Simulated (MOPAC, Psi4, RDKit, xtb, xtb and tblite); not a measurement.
Two geometries of H10GeOSi3, SMILES [SiH3]O[SiH2][SiH2][GeH3], relaxed at GFN2-xTB with one dihedral held; other torsions can differ between them too.

Structure A

```
15

Si    -2.1104     0.9078     0.4204
O     -1.3917    -0.0730    -0.6475
Si    -0.4828    -1.3446    -1.0958
Si     1.4372    -1.2947     0.1900
Ge     1.0526    -1.9968     2.3970
H     -3.5365     0.5986     0.3757
H     -1.5361     0.6350     1.7408
H     -1.8003     2.2551    -0.0483
H     -0.3201    -1.1295    -2.5354
H     -1.3133    -2.5388    -0.8845
H      2.0829     0.0256     0.2695
H      2.4697    -2.1785    -0.3754
H      0.6458    -0.9301     3.3764
H     -0.0560    -3.0032     2.5514
H      2.1909    -2.6707     3.1150
```

Structure B

```
15

Si    -2.1478     0.8958     0.4082
O     -1.3593    -0.0443    -0.6466
Si    -0.4264    -1.2890    -1.1175
Si     1.4582    -1.2817     0.2212
Ge     1.1925    -2.5682     2.1654
H     -3.5559     0.5158     0.3397
H     -1.5866     0.6486     1.7385
H     -1.8968     2.2577    -0.0526
H     -0.2195    -1.0141    -2.5413
H     -1.2509    -2.4981    -0.9810
H      1.8906     0.0568     0.6548
H      2.6203    -1.8306    -0.4970
H      0.3249    -1.9736     3.2405
H      0.5497    -3.9121     1.9529
H      2.4380    -2.9339     2.9257
```

Which is lower in energy at the level PBE0-D3(BJ)/def2-TZVP // GFN2-xTB (Psi4), and by how much?

A is lower, by 0.30 kcal/mol (dihedral O2–Si3–Si4–Ge5: 75° in A, 90° in B).

E(B) − E(A) in kcal/mol at the other levels, on the same two geometries: GFN2-xTB (xtb and tblite) 0.22; PBE0/def2-TZVP // GFN2-xTB (Psi4) 0.11; PBE/def2-TZVP // GFN2-xTB (Psi4) 0.14; PBE-D3(BJ)/def2-TZVP // GFN2-xTB (Psi4) 0.33; UFF // GFN2-xTB (RDKit) 2.00; PM3, restricted, heats of formation // GFN2-xTB (MOPAC) -0.23; AM1, restricted, heats of formation // GFN2-xTB (MOPAC) -0.12; GFN1-xTB // GFN2-xTB (xtb) 0.26.
